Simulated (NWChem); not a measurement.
Species: sulfur difluoride (SF$_{2}$); SMILES FSF

Computed with NWChem. Pople sets run with spherical d functions. Each level has its own optimisation. Computed dipoles belong to the equilibrium geometry; the measured one is vibrationally averaged.

Measured dipole moment: 1.05 D (NIST CCCBDB, as tabulated in the package chemicals).

**Question.** Which of these levels lies farthest from the measured value, and how do the others fare: B3LYP/6-31G*; LDA (Slater exchange, VWN5)/def2-SVP; PBE/def2-SVP; PBE0/def2-SVP; Hartree-Fock/3-21G; Hartree-Fock/STO-3G; BLYP/def2-SVP; Hartree-Fock/6-31G*?…

**Answer.** Hartree-Fock/3-21G.
| level | dipole moment (D) | computed − measured |
|---|---|---|
| Hartree-Fock/STO-3G | 0.85 | -0.20 |
| Hartree-Fock/3-21G | 2.17 | +1.12 |
| Hartree-Fock/6-31G* | 1.62 | +0.57 |
| B3LYP/6-31G* | 1.28 | +0.23 |
| LDA (Slater exchange, VWN5)/def2-SVP | 1.21 | +0.16 |
| PBE/def2-SVP | 1.27 | +0.22 |
| BLYP/def2-SVP | 1.38 | +0.33 |
| PBE0/def2-SVP | 1.41 | +0.36 |
